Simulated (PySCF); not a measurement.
Gas-phase reaction: 2 WOF4 + 3 O2 → 2 WO2F2 + 4 FO

Computed with PySCF and rigid-rotor harmonic-oscillator thermochemistry at 1 bar. † marks an energy on the PBE0/def2-TZVP geometry and frequencies; other levels use their own. MP2 and CCSD(T) freeze the core. Open shells (unrestricted): O2 (multiplicity 3), FO (multiplicity 2, electronic degeneracy 4); the rest are closed-shell singlets. Spin-orbit splitting is ignored; it lowers the true energy and changes the entropy of FO. W: scalar-relativistic def2 core potential, no spin-orbit coupling. WO2F2: computed as isolated molecules; such fragments, hydroxides, amides, oligomers or adducts are transient or little studied in the gas. MP2 isn't extrapolated to the basis-set limit; its ΔH°(298 K) is 1396.0 kJ in def2-SVP and 1347.5 kJ in def2-TZVPP. CCSD(T) isn't extrapolated to the basis-set limit; its ΔH°(298 K) is 1305.1 kJ in def2-SVP and 1266.9 kJ in def2-TZVPP. The harmonic model lacks anharmonicity and excited electronic states, which grow with temperature; levels with a mode under 35 cm⁻¹ are left out. Soft modes under 120 cm⁻¹ make the harmonic entropy rough for WOF4. Warning, large T1 diagnostic: WO2F2, WOF4 (CCSD(T)/def2-TZVPP†).

| level | ΔE electronic, kJ | ΔH°(298 K), kJ | ΔS°(298 K), J/K | ΔG°(1200 K), kJ |
|---|---|---|---|---|
| CCSD(T)/def2-TZVPP† | 1277 | 1267 | 213 | 1018 |
| HF/def2-TZVP† | 1273 | 1262 | 213 | 1013 |
| MP2/def2-SVP† | 1406 | 1396 | 213 | 1147 |
| MP2/def2-TZVPP† | 1358 | 1347 | 213 | 1099 |
| PBE/def2-SVP | 1333 | 1322 | 212 | 1074 |
| PBE0/def2-QZVP† | 1307 | 1297 | 213 | 1048 |
| ωB97X-V/def2-TZVP† | 1312 | 1301 | 213 | 1053 |
ΔH° is lowest at HF/def2-TZVP† and highest at MP2/def2-SVP†. No reference value is set beside these.
